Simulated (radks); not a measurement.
Results of a calculation; reference values are marked as such.
Spin polarisation of the 4f5 shell in Pm. Start: [Xe] 4f(up 2.5, down 2.5) 6s2; electrons of 4f are moved from spin down to spin up, other shells keep equal spins. Code: a radial shooting solver on a logarithmic mesh with Libxc functionals. Model: scalar-relativistic Kohn-Sham, PBE, spin-polarised, spherical densities, finite nucleus; Fermi nuclear charge, rms radius of each element as measured or else 0.836 A^(1/3) + 0.57 fm.

| moment (Bohr magnetons) | E - E(0) (eV) | e(4f up) (eV) | e(4f down) (eV) | 6s down minus up (eV) | 5p down minus up (eV) |
|---|---|---|---|---|---|
| 0 | 0.000 | -2.155 | -2.155 | 0.000 | 0.000 |
| 1 | -0.163 | -2.461 | -1.808 | 0.040 | 0.342 |
| 2 | -0.653 | -2.723 | -1.420 | 0.080 | 0.685 |
| 3 | -1.466 | -2.936 | -0.989 | 0.122 | 1.031 |
| 4 | -2.600 | -3.091 | -0.509 | 0.166 | 1.379 |

At moment 4 the spin-polarisation energy is -2.600 eV and the 4f exchange splitting 2.581 eV, that is 0.645 eV per Bohr magneton; E = -I m^2/4 would give I = 0.650 eV.
